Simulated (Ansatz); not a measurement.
Geometry optimisation, Ansatz, UKS PBE0/def2-SVP.

Input:

```yaml
crystal:
  periodic: [false, false, false]
  atoms:
    - { symbol: Zn, position_ang: [-0.572764, -0.359957, -0.268502] }
    - { symbol: Br, position_ang: [0.17534, 3.133177, -1.296703] }
    - { symbol: C, position_ang: [0.600382, -1.216383, 0.996322] }
    - { symbol: H, position_ang: [-0.959959, 2.307127, -1.748334] }
    - { symbol: F, position_ang: [-1.742486, 0.311993, -1.430471] }
    - { symbol: H, position_ang: [0.143202, -2.149702, 1.359836] }
    - { symbol: H, position_ang: [0.791396, -0.563206, 1.860716] }
    - { symbol: H, position_ang: [1.56499, -1.46315, 0.527137] }
magnetization:
  spin_polarized: true
basis:
  gaussian: { orbitals: def2-SVP }
hamiltonian:
  xc: pbe0
relax:
  f_tol: 0.03
  max_steps: 50
```

Run as:

```bash
$ ansatz run input.yaml --threads 4 --pin off --max-ram 5120MiB --backend cpu --events-out ev --progress --plain --runs-dir out
```

Question: Where does it end, and by what steps?

Answer: It converged. After 18 steps the energy has fallen by 0.924 eV; Zn1 moved furthest, 1.23 Å. Parted: Br2–H4 (1.47 → 2.28 Å). Joined: Zn1–Br2 (3.72 → 2.33 Å), H4–F5 (2.17 → 0.95 Å).

| step | energy less start (eV) | largest force component (eV/Å) | accepted |
| --- | --- | --- | --- |
| 0 | 0.0000 | 0.785 | yes |
| 1 | -0.1202 | 0.358 | yes |
| 2 | -0.1615 | 0.345 | yes |
| 3 | -0.1803 | 0.264 | yes |
| 4 | -0.2061 | 0.208 | yes |
| 5 | -0.2635 | 0.571 | yes |
| 6 | -0.3587 | 0.657 | yes |
| 7 | -0.5263 | 0.609 | yes |
| 8 | -0.7013 | 1.326 | yes |
| 9 | -0.7912 | 0.863 | yes |
| 10 | -0.8552 | 0.533 | yes |
| 11 | -0.8725 | 0.430 | yes |
| 12 | -0.8544 | 1.425 | no |
| 13 | -0.9106 | 0.134 | yes |
| 14 | -0.9136 | 0.286 | yes |
| 15 | -0.9223 | 0.099 | yes |
| 16 | -0.9223 | 0.098 | yes |
| 17 | -0.9198 | 0.266 | no |
| 18 | -0.9240 | 0.014 | yes |

```xyz
8
Properties=species:S:1:pos:R:3
Zn 0.204 0.579 -0.111
Br 0.244 2.706 -1.052
C 0.604 -1.019 0.913
H -1.455 1.321 -1.679
F -1.648 0.431 -1.419
H -0.242 -1.721 0.871
H 0.800 -0.772 1.967
H 1.494 -1.526 0.511
```

The run took 100 s on 4 threads of Arm Neoverse N1 (shared host), peak memory 0.43 GiB.
